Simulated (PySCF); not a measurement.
Compound: C₅H₁₀F₂OSi.
Atom-mapped SMILES: `[F:1][CH:2]([F:3])[O:4][C@H:5]1[CH2:6][CH2:7][SiH2:8][CH2:9]1` (hydrogens: H10 on C2; H11 on C5; H12, H13 on C6; H14, H15 on C7; H16, H17 on Si8; H18, H19 on C9)

Level: PBE0/pcSseg-1 in PySCF, non-relativistic, on one gas-phase PBE0-D3(BJ)/def2-SVP geometry that isn't relaxed in the solvent. The solvent is an IEF-PCM continuum (Bondi radii, 1.10 Å for H, scaled by 1.2). The model holds no explicit solvent molecules, cavitation or dispersion.

Gas phase at PBE0/pcSseg-1: HOMO -8.44 eV, LUMO 0.95 eV, dipole 3.02 D.

Task: What does the continuum do to the energy, the frontier levels and the dipole at PBE0/pcSseg-1 in tetrahydrofuran and methanol?

Result: 
| solvent | ε | E(solvent) − E(gas) (kJ/mol) | polarisation term (kJ/mol) | distortion of the solute (kJ/mol) | HOMO (eV) | LUMO (eV) | dipole (D) |
| --- | --- | --- | --- | --- | --- | --- | --- |
| tetrahydrofuran | 7.426 | -15.79 | -18.30 | 2.51 | -8.24 | 1.10 | 3.82 |
| methanol | 32.61 | -19.33 | -23.27 | 3.94 | -8.22 | 1.11 | 4.03 |

Polarisation term: ½ Σ q·V over the induced surface charges. Distortion: the rise of the solute's own energy as its density leaves the gas-phase optimum. From tetrahydrofuran to methanol the lowering changes by a factor 1.22, Onsager's factor (ε − 1)/(2ε + 1) by 1.18 and ε itself by 4.4.

Task: Which radius a makes the point-dipole formula ΔE = −[(ε − 1)/(2ε + 1)]·μ²/a³ give the value in methanol, with the gas-phase dipole?

Result: μ = 1.189 au and |ΔE| = 0.00736 Eh give a = 2.39 Å; the farthest nucleus lies 3.50 Å from the centroid of the nuclei, so such a sphere wouldn't even hold the nuclei. The formula assumes a rigid point dipole at the centre of a sphere.

Task: Which ESP-fitted charges (PBE0/pcSseg-1) respond most in methanol (means over atoms taken as equivalent)?

Result: 
```tsv
atoms	environment	gas (e)	solvent (e)	change
O4	ether oxygen	-0.277	-0.318	-0.041
H10	methine hydrogen	+0.060	+0.095	+0.035
C5	sp3 carbon bound to oxygen	+0.061	+0.090	+0.029
C9	sp3 carbon bound to silicon	-0.369	-0.394	-0.025
F3	fluorine of a CF2 group	-0.220	-0.241	-0.021
H17	Si–H hydrogen	-0.105	-0.125	-0.020
```
